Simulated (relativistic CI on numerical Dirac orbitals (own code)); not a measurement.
**How well does a small relativistic CI reproduce O?**

Method of calculation: Dirac-Coulomb-Breit CI, separate exchange-only KLI orbitals for each configuration, model QED (radiative potential, 1s self-energy scaled to tabulated hydrogen-like ionisation energies), valence Slater integrals scaled by 0.85, P86 correlation energy added to each configuration (own radial code, finite nucleus).

Configurations in the expansion (outside the closed core 1s2): 2s2.2p4, 2s2.2p3.3s, 2s2.2p3.3p, 2s2.2p3.4s, 2s2.2p3.3d, 2s.2p5, 2p6, 2s2.2p3.4p, 2s2.2p3.4d, 2s2.2p3.4f, 2s2.2p2.3s2. Levels of other configurations are missing.

```tsv
Configuration	Term (tabulated)	J	Measured (cm⁻¹)	Computed	Error	Purity (%)
2s2.2p4	3P	2	0.0	0	0	100
2s2.2p4	3P	1	158.3	154	-4	100
2s2.2p4	3P	0	227.0	221	-6	100
2s2.2p4	1D	2	15867.9	15144	-724	100
2s2.2p4	1S	0	33792.6	28974	-4818	97
2s2.2p3.3s	5S°	2	73768.2	70846	-2922	100
2s2.2p3.3s	3S°	1	76795.0	73679	-3116	100
2s2.2p3.3p	5P	1	86625.8	83302	-3323	100
2s2.2p3.3p	5P	2	86627.8	83304	-3323	100
2s2.2p3.3p	5P	3	86631.5	83308	-3324	100
2s2.2p3.3p	3P	1	88630.6	85067	-3563	99
2s2.2p3.3p	3P	2	88631.1	85069	-3562	99
2s2.2p3.3p	3P	0	88631.3	85067	-3564	99
2s2.2p3.4s	5S°	2	95476.7	92708	-2769	100
2s2.2p3.4s	3S°	1	96225.0	93583	-2643	100
2s2.2p3.3d	5D°	4	97420.6	93789	-3632	100
2s2.2p3.3d	5D°	3	97420.7	93789	-3632	100
2s2.2p3.3d	5D°	2	97420.8	93789	-3632	100
2s2.2p3.3d	5D°	1	97420.9	93789	-3632	100
2s2.2p3.3d	5D°	0	97421.0	93789	-3632	100
2s2.2p3.3d	3D°	1	97488.4	93902	-3586	100
2s2.2p3.3d	3D°	2	97488.4	93902	-3586	100
2s2.2p3.3d	3D°	3	97488.5	93902	-3586	100
```

Measured levels from NIST Handbook of Basic Atomic Spectroscopic Data (Sansonetti and Martin, J. Phys. Chem. Ref. Data 34, 1559 (2005)); pairs were made by configuration, J and term (by order where the table uses no LS term), so strongly mixed levels may be paired wrongly.

Mean error by configuration (cm⁻¹): 2s2.2p4 -1388; 2s2.2p3.3s -3019; 2s2.2p3.3p -3443; 2s2.2p3.4s -2706; 2s2.2p3.3d -3615. Over the excited levels the mean absolute error is 3026 cm⁻¹ (22 of the 22 excited levels that our extract of the source holds in range could be paired), and the median relative error of those above 1,000 cm⁻¹ is 3.8 %.

Transition probabilities of persistent lines. The last column rescales the computed rate by the cube of measured over computed energy:

```
λ measured (Å)             Lower             Upper  A tabulated (s⁻¹)  A computed  A rescaled
1302.17 vacuum      2s2.2p4 3P_2  2s2.2p3.3s 3S°_1           3.15e+08    3.15e+08    3.56e+08
1304.86 vacuum      2s2.2p4 3P_1  2s2.2p3.3s 3S°_1           1.87e+08    1.87e+08    2.12e+08
1306.03 vacuum      2s2.2p4 3P_0  2s2.2p3.3s 3S°_1           6.23e+07    6.22e+07    7.04e+07
   7771.94 air  2s2.2p3.3s 5S°_2   2s2.2p3.3p 5P_3           3.69e+07    3.61e+07    3.98e+07
   7774.17 air  2s2.2p3.3s 5S°_2   2s2.2p3.3p 5P_2           3.69e+07    3.61e+07    3.97e+07
   7775.39 air  2s2.2p3.3s 5S°_2   2s2.2p3.3p 5P_1           3.69e+07    3.61e+07    3.97e+07
   8446.25 air  2s2.2p3.3s 3S°_1   2s2.2p3.3p 3P_0           3.22e+07    3.10e+07    3.48e+07
   8446.36 air  2s2.2p3.3s 3S°_1   2s2.2p3.3p 3P_2           3.22e+07    3.10e+07    3.48e+07
   8446.76 air  2s2.2p3.3s 3S°_1   2s2.2p3.3p 3P_1           3.22e+07    3.10e+07    3.48e+07
   9266.01 air   2s2.2p3.3p 5P_3  2s2.2p3.3d 5D°_4           4.45e+07    4.27e+07    4.66e+07
  13163.89 air   2s2.2p3.3p 3P_1  2s2.2p3.4s 3S°_1           7.14e+06    1.01e+07    7.17e+06
  13164.85 air   2s2.2p3.3p 3P_2  2s2.2p3.4s 3S°_1           1.19e+07    1.69e+07    1.20e+07
```
